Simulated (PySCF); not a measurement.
SbF₄, SMILES [F][Sb+]([F])([F])[F], charge +1.

Geometry: B3LYP-D3(BJ)/def2-SVP. The multiplicity is an assumed one; other spin states were not compared. The isomer is the one that the SMILES or the coordinates give; other isomers of the formula were not compared. The def2 effective core potentials stand for the cores of Sb; spin–orbit coupling is left out.

These are ωB97X/def2-TZVP (PySCF) values and carry that method's errors.

Symmetry labels are those of the subgroup D2 that the program uses (full group Td).

Computed valence orbital energies around the gap with their symmetry:
| orbital | symmetry | energy (eV) |
|---|---|---|
| HOMO−7 | A | -22.57 |
| HOMO−6 | A | -22.57 |
| HOMO−5 | B1 | -22.36 |
| HOMO−4 | B2 | -22.36 |
| HOMO−3 | B3 | -22.36 |
| HOMO−2 | B1 | -22.20 |
| HOMO−1 | B2 | -22.20 |
| HOMO | B3 | -22.20 |
| LUMO | A | -9.96 |
| LUMO+1 | B1 | -4.90 |
| LUMO+2 | B2 | -4.90 |
| LUMO+3 | B3 | -4.90 |
